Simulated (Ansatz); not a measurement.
A nudged elastic band was laid between two geometries of GeH$_{4}$O$_{2}$ (7 atoms, charge 0, multiplicity 1).

The calculation used RKS PBE-D4/def2-SVP (Ansatz).

| Quantity | Value |
| --- | --- |
| movable images | 5 |
| climbing image | yes |
| spring | 5.0 eV/Å² |
| optimiser | quadratic models (default) |
| start path | through a guess of the saddle point |
| force threshold | 0.03 eV/Å |
| iteration limit | 60 |
| end points | relaxed |

First end point:

```xyz
7
Properties=species:S:1:pos:R:3
Ge 0.307 -0.046 -0.001
O 0.568 0.011 1.777
H -0.234 -0.248 2.267
H 1.708 0.129 -0.607
O -0.634 1.372 -0.585
H -1.590 1.254 -0.431
H -0.446 -1.360 -0.379
```

Last end point:

```xyz
7
Properties=species:S:1:pos:R:3
Ge 0.055 -0.180 -0.877
O 0.874 0.200 1.317
H 0.613 -0.616 1.788
H 1.848 0.148 1.248
O -0.933 1.351 -0.972
H -1.743 1.286 -0.434
H -1.036 -1.078 -0.029
```

What changes between the two ends?

Bonds broken: Ge1–O2, Ge1–H4. Bonds formed: O2–H4. GeH4O2 becomes GeH2O + H2O.

What energy profile does the band end with?

The forces met the threshold. The highest image is number 3 of 0 to 6, 49.8 kcal/mol above the first end and 31.1 kcal/mol above the last; the last end lies 18.7 kcal/mol above the first. Neighbouring images differ by up to 1.7 eV, so the band resolves the path poorly. A vibrational analysis at the climbing image gives one clearly imaginary mode, 1173i cm⁻¹: a first-order saddle point. The orbitals stay closed-shell, which can raise the energy where a bond breaks towards radicals; this wasn't checked here.

```csv
image,path coordinate (Å),energy (kcal/mol),Ge1–O2 (Å),Ge1–H4 (Å),O2–H4 (Å)
0,0.00,0.0,1.80,1.54,2.65
1,0.77,0.6,1.80,1.55,2.76
2,1.54,11.6,1.81,1.53,2.30
3,2.31,49.8,2.04,1.62,1.47
4,2.75,29.6,2.24,1.93,1.05
5,3.20,20.3,2.36,2.43,0.98
6,3.64,18.7,2.37,2.80,0.98
```

What is the geometry of the highest image?


```xyz
7
Properties=species:S:1:pos:R:3
Ge 0.177 -0.042 -0.359
O 0.622 0.222 1.619
H 0.637 -0.650 2.070
H 1.552 0.091 0.487
O -0.755 1.437 -0.779
H -1.713 1.306 -0.643
H -0.844 -1.252 -0.355
```

The band took 12 iterations and about 110 core-seconds.

Run time: 110 s on 1 thread of Arm Neoverse V2 (shared host), peak memory 0.14 GiB.
